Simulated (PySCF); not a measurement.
# Polarisability and C₆ of Tl (thallium, neutral)

[Xe] 4f14 5d10 6s2 6p1, 2P determinant. All numbers are calculated (PySCF 2.14, the spin-free X2C one-electron Hamiltonian (Gaussian nucleus), in x2c-TZVPPall with one added diffuse shell each of s, p, d, f type (12s8p7d4f, 99 functions)). Coupled (time-dependent) response in atomic units; α is the mean over directions.

| method | mean α (bohr³) | α xx, yy, zz | C₆ (like pair) | S(−4) |
| --- | --- | --- | --- | --- |
| PBE0 | 77.56 | 55.22, 122.2, 55.22 | 815.6 | 4281 |

S(−4) is the Cauchy moment in α(ω) = α(0) + S(−4) ω² + …

Reference α: 50 ± 2 bohr³ (recommended; Schwerdtfeger and Nagle, table of static dipole polarizabilities (2023 update)). Published C₆: 509.0 (Gould and Bucko (2016)).

Spin-orbit coupling is absent.

α(iu) at PBE0:

```csv
u (hartree),α(iu) (bohr³)
0,77.56
0.0500,68.64
0.100,53.38
0.200,33.13
0.300,23.04
0.500,13.69
0.750,8.791
1.00,6.361
1.50,3.947
2.00,2.742
3.00,1.562
5.00,0.7020
```

A single London oscillator, α(iu) = α/(1 + u²/ω²), gives C₆ = (3/4) ω α². Matching the computed C₆ needs ω = 4 × 815.6 / (3 × 77.56²) = 0.181 hartree.

The components differ because the open shell of this determinant is not spherical; for a pure term their mean is the scalar polarisability.

Spin-orbit coupling, absent here, splits the open shell strongly.
